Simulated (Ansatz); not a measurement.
`CSB(F)Cl` + NH₃ → `NB(F)Cl` + CH₃SH at 700 K and 1 bar (ligand exchange at a B–S bond).

Calculated with Ansatz (gas phase, PBE0-D4/def2-TZVP geometries, no zero-point term in ΔE). CCSD(T)/CBS is the MP2 limit (def2-TZVPP, def2-QZVPP) plus CCSD(T) − MP2 in def2-TZVPP, frozen cores. This one scheme is used for every species. Each species was taken in one conformer, which may not be the lowest.

```
   species  CCSD(T)/CBS energy (Eh)  H − E (kJ/mol)  S (J/(mol·K))
`CSB(F)Cl`              -1022.12842           189.8          437.7
       NH₃                -56.50880           116.9          226.5
 `NB(F)Cl`               -640.42619           141.7          360.3
     CH₃SH               -438.22835           160.2          309.0
```

H − E and S are ideal-gas, rigid-rotor, harmonic terms from PBE0-D4/def2-TZVP, for one conformer and one mirror image of each species. 1 Eh = 2625.50 kJ/mol, R = 8.31446 J/(mol·K).

Task: By hand: ΔE, ΔH, ΔS and ΔG.

Result: ΔE = (-640.42619) + (-438.22835) − (-1022.12842) − (-56.50880) = -0.01732 Eh = -45.5 kJ/mol. Δ(H − E) = 141.7 + 160.2 − 189.8 − 116.9 = -4.8, so ΔH = -50.3 kJ/mol. ΔS = 360.3 + 309.0 − 437.7 − 226.5 = 5.1 J/(mol·K). ΔG = -50.3 − 700 × (5.1)/1000 = -53.9 kJ/mol.

Task: By hand: the equilibrium constant, and the temperature at which ΔG would vanish if ΔH and ΔS stayed fixed.

Result: log₁₀ K = −ΔG/(RT ln 10) = 4.0. ΔH and −TΔS have one sign here, so there is no such temperature.

The number of gas molecules stays the same, so ΔS is small and ΔH decides. A doubt of 5 kJ/mol in ΔE shifts log₁₀ K by 0.4 here. Other conformers and mirror images would add mixing entropy, several J/(mol·K) or more a flexible species. These are equilibria of isolated gas molecules and say nothing of rates. Largest T1 diagnostic: 0.012 (customary marks: 0.02 for closed shells, 0.045 for open ones).

ΔS is within the doubt of such terms, so its sign, and with it that verdict, could turn.
